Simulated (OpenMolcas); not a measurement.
# Lines of As3+: computed and rescaled rates

```yaml
Program: OpenMolcas 26.06
Method: "MS-RASPT2, IPEA 0.25 Eh, imaginary shift 0.1 Eh (closed shells correlated: 3d)"
Basis: ANO-RCC-VQZP [7s6p4d2f1g]
Scalar_Hamiltonian: DKH2, point nucleus
Active_space: 2 electrons in 9 orbitals (RAS2 4s 4p; RAS3 4d, at most 2 electrons)
State_averaging: 2S+1 = 3 even, 3 roots; 2S+1 = 1 even, 7 roots; 2S+1 = 3 odd, 3 roots; 2S+1 = 1 odd, 3 roots
Spin-orbit_coupling: state interaction with AMFI integrals over the reference wave functions, term energies averaged over their components
```

Rates come from the transition moments of the reference wave functions (E1 and E2 in the length form). At fixed line strength A goes as λ^-3 for E1 and M1 and as λ^-5 for E2, so a rate at the computed wavelength can be rescaled to the measured one. Measured vacuum wavelengths follow from level energies in Moore, Atomic Energy Levels, vol. II, NSRDS-NBS 35 (1971 reprint of NBS Circular 467, 1952). Branching counts decays inside the model space alone, at computed energies, and the table is only a selection of the E1 lines, drawn from those between levels with measured partners whose computed energy lies within a factor of 1.5 of the measured one.

```
  Upper       Lower  Type  λ computed (nm)  λ measured (nm)  A computed (s-1)  A rescaled (s-1)  Branching %
4p² ³P₂  4s 4p ³P°₂    E1            95.09            95.33          3.41e+09          3.38e+09         73.8
4p² ³P₁  4s 4p ³P°₂    E1            97.24            98.06          1.87e+09          1.82e+09         39.8
4p² ³P₁  4s 4p ³P°₁    E1            95.25            95.69          1.20e+09          1.18e+09         25.4
4p² ³P₂  4s 4p ³P°₁    E1            93.19            93.08          1.19e+09          1.19e+09         25.7
```

The largest correction is for 4p² ³P₁ → 4s 4p ³P°₂ (E1): 1.87e+09 × (97.24 / 98.06)^3 = 1.82e+09 s-1, a factor of 0.98.

The computed rate and branching of 4p² ³P₂ → 4s 4p ³P°₂ give the upper level a radiative lifetime of 0.738 / 3.41e+09 s-1 = 2.16e-10 s, counting decays inside the model space alone.

No measured rate stands beside these. Rescaling mends the energy factor alone: line strengths can still be far off where a level mixes with configurations outside the active space, and weak or spin-changing lines hang on small mixing coefficients that depend on the term gaps too, so rescaling need not improve them.

Active for correlation alone: 4d; no level in the range computed is led by a configuration that fills it, so any true level of that kind is missing. Some terms mix strongly with configurations of 4d, whose occupation reaches 0.25 (4p² ¹D). Computed and measured levels are paired by configuration, term and J; levels that our copy of the source lacks, or whose pairing is in doubt (as where it misses far off the trend of its configuration), stay unpaired. Only configurations of the active space appear.

° marks odd parity.
